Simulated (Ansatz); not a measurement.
`NB([SiH3])[O][ZnH]`, charge 0, multiplicity 1.

Task: Give a relaxed structure at PBE0-D4/def2-TZVP (the Gaussian-basis code of Ansatz). (Best estimate.)

Result: Ansatz gave: 
Cartesian coordinates in Å:
```
N 0.204 -1.248 0.175
B -0.301 0.188 -0.082
Si 0.947 1.793 -0.032
O -1.589 0.218 -0.324
Zn -1.906 -1.677 -0.144
H 0.631 -1.380 1.087
H 0.892 -1.567 -0.500
H 0.261 3.083 -0.302
H 2.044 1.627 -1.032
H 1.615 1.887 1.301
H -2.798 -2.925 -0.146
```
Point group Cs.
This is one stationary point; other conformers may exist.
